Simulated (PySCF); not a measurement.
# Vertical excitation energies

C4H9O2PSi.
Cartesian coordinates in Å at the GFN2-xTB level; atoms count from 1:
```xyz
17
C4H9O2PSi angstrom
C     -3.361    0.101    0.205
C     -2.272    0.095   -0.841
O     -2.505    0.032   -2.028
C     -0.911    0.173   -0.295
C      0.150    0.165   -1.107
O      1.424    0.221   -0.749
Si     2.146    0.343    0.717
P      4.267    0.187    0.066
H     -4.335    0.023   -0.269
H     -3.308    1.023    0.781
H     -3.218   -0.734    0.887
H     -0.787    0.232    0.775
H      0.006    0.104   -2.182
H      1.718    1.584    1.374
H      1.780   -0.783    1.580
H      4.418    1.524   -0.262
H      4.781    0.372    1.337
```

Method used: TDDFT B3LYP/def2-SVPD, vertical, gas phase, core orbitals frozen in the response (PySCF).

List the vertical singlet excitations with oscillator strengths and describe the spectrum.

```csv
state,E (eV),ν̃ (cm⁻¹),f,"main configurations (H = HOMO, L = LUMO)"
S1,3.86,31160,0.0001,H→L (98%)
S2,5.39,43480,0.411,H-1→L (91%)
S3,5.51,44470,0.019,H-2→L (96%)
S4,5.93,47790,0.0036,H-1→L+1 (98%)
S5,5.94,47930,0.053,H→L+1 (96%)
S6,6.34,51130,0.077,"H-2→L+1 (62%), H-2→L+2 (17%), H→L+2 (9%)"
S7,6.35,51240,0.0079,H→L+2 (88%)
S8,6.43,51880,0.0095,H-1→L+2 (93%)
```

Triplets, Tamm–Dancoff:

```
state  E (eV)  λ (nm)  main configurations (H = HOMO, L = LUMO)
   T1    3.45   359.4                                 H→L (96%)
   T2    3.56   348.7                               H-1→L (96%)
   T3    5.44   227.8                H-2→L (77%), H-2→L+1 (14%)
```

The lowest singlet comes at 321 nm (373 kJ/mol) in the ultraviolet; it is dark (f under 0.0005); its leading configuration is HOMO→LUMO (98%). The strongest level in the table is S2 at 5.39 eV (230 nm, f = 0.411). Löwdin shares by element: HOMO oxygen 65% or more, carbon 29% or more; LUMO carbon 59% or more, oxygen 18% or more (atoms not listed hold the other 23%). The listed states span 2.57 eV, and the widest gap between neighbours is 1.53 eV (S1 to S2). Of the 8 states listed, 4 reach f = 0.01 and 1 stays under 0.0005. The oscillator strengths of these states sum to 0.581; summed over the whole spectrum of an exact calculation they would give the number of electrons, 78 (Thomas–Reiche–Kuhn). No computed singlet lies in the visible range (380 to 750 nm); the lowest, at 321 nm, stands 0.60 eV above its violet end (3.26 eV). Singlets were solved by full linear response, triplets in the Tamm–Dancoff approximation.

One conformer stands for the species.
